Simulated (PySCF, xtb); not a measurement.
C4H4ClF, SMILES C(=C/F)/C(=C)Cl.

xtb with GFN2-xTB at its own geometry gives an orbital gap of 3.36 eV and a dipole moment of 2.98 D.

Coordinates come from a PBE0-D3(BJ)/def2-SVP optimisation. The structure was generated by enumeration; whether it is a known compound was not checked. The values are those of a single conformer.

**Question.** What does PySCF with PBE/def2-TZVP give? (An estimate is asked for; the answer gives what the named calculation found.)

**Answer.** gap 3.72 eV (levels -5.83 and -2.11 eV), dipole 2.25 D.
